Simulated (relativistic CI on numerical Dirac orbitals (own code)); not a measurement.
Pm⁴⁺ (4f3) in a crystal field

Calculated by Dirac-Coulomb-Breit CI, KLI orbitals optimised for each configuration, QED by a radiative potential, valence Slater integrals scaled by 0.7, one configuration in a parametric crystal field (own radial code).

Field parameters in Wybourne normalisation. The field is a parameter set, without covalency.

S and J are read from ⟨S²⟩ = S(S + 1) and ⟨J²⟩ = J(J + 1) of each level; they are not fictitious spins.

D4h, B20 = 830, B40 = -840, B44 = -570, B60 = -370, B64 = -610 cm⁻¹, the lowest 16 levels:

```tsv
E (cm⁻¹)	Degeneracy	Irrep	S	J
0.0	2	Γ6	1.46	4.50
62.2	2	Γ6	1.46	4.50
173	2	Γ7	1.46	4.50
237	2	Γ7	1.46	4.50
324	2	Γ6	1.46	4.50
2502	2	Γ6	1.49	5.50
2547	2	Γ7	1.49	5.50
2564	2	Γ6	1.49	5.50
2620	2	Γ7	1.49	5.50
2686	2	Γ7	1.49	5.50
2708	2	Γ6	1.49	5.50
4977	2	Γ7	1.49	6.50
5029	2	Γ6	1.49	6.50
5041	2	Γ7	1.49	6.50
5100	2	Γ6	1.49	6.50
5186	2	Γ7	1.49	6.50
```

Principal g values of the ground doublet: 1.95, 2.06, 2.06.

D3h, B20 = -160, B40 = -1250, B60 = -180, B66 = 30 cm⁻¹, the lowest 16 levels:

| E (cm⁻¹) | Degeneracy | S | J |
| --- | --- | --- | --- |
| 0.0 | 2 | 1.46 | 4.50 |
| 49.3 | 2 | 1.46 | 4.50 |
| 108 | 2 | 1.46 | 4.50 |
| 131 | 2 | 1.46 | 4.50 |
| 179 | 2 | 1.46 | 4.50 |
| 2478 | 2 | 1.49 | 5.50 |
| 2492 | 2 | 1.49 | 5.50 |
| 2511 | 2 | 1.49 | 5.50 |
| 2547 | 2 | 1.49 | 5.50 |
| 2566 | 2 | 1.49 | 5.50 |
| 2609 | 2 | 1.49 | 5.50 |
| 4968 | 2 | 1.49 | 6.50 |
| 4991 | 2 | 1.49 | 6.50 |
| 4997 | 2 | 1.49 | 6.50 |
| 5028 | 2 | 1.49 | 6.50 |
| 5056 | 2 | 1.49 | 6.50 |

Principal g values of the ground doublet: 0.59, 0.59, 5.03.

C2v, B20 = -310, B22 = 390, B40 = -870, B42 = -480, B44 = 1020, B60 = 250, B62 = -290, B64 = -90, B66 = 260 cm⁻¹, the lowest 16 levels:

| E (cm⁻¹) | Degeneracy | S | J |
| --- | --- | --- | --- |
| 0.0 | 2 | 1.46 | 4.50 |
| 183 | 2 | 1.46 | 4.50 |
| 216 | 2 | 1.46 | 4.50 |
| 278 | 2 | 1.46 | 4.50 |
| 334 | 2 | 1.46 | 4.50 |
| 2498 | 2 | 1.49 | 5.50 |
| 2612 | 2 | 1.49 | 5.50 |
| 2632 | 2 | 1.49 | 5.50 |
| 2681 | 2 | 1.49 | 5.50 |
| 2714 | 2 | 1.49 | 5.50 |
| 2735 | 2 | 1.49 | 5.50 |
| 4969 | 2 | 1.49 | 6.50 |
| 5096 | 2 | 1.49 | 6.50 |
| 5122 | 2 | 1.49 | 6.50 |
| 5149 | 2 | 1.49 | 6.50 |
| 5211 | 2 | 1.49 | 6.50 |

Principal g values of the ground doublet: 0.12, 0.41, 5.38.

The next free-ion level lies 2440 cm⁻¹ above the lowest; the field splits the ground level into components whose J stays near 9/2 as long as their spread is small against that gap.

Levels of this model without a field, named by their leading LS term (the scale mimics covalency, so terms lie below those of the real free ion): 4I°_9/2 0, 4I°_11/2 2440, 4I°_13/2 4940, 4I°_15/2 7452, 4F°_3/2 12408, 2H°_9/2 12447, 4F°_5/2 13817, 4S°_3/2 14780 cm⁻¹.
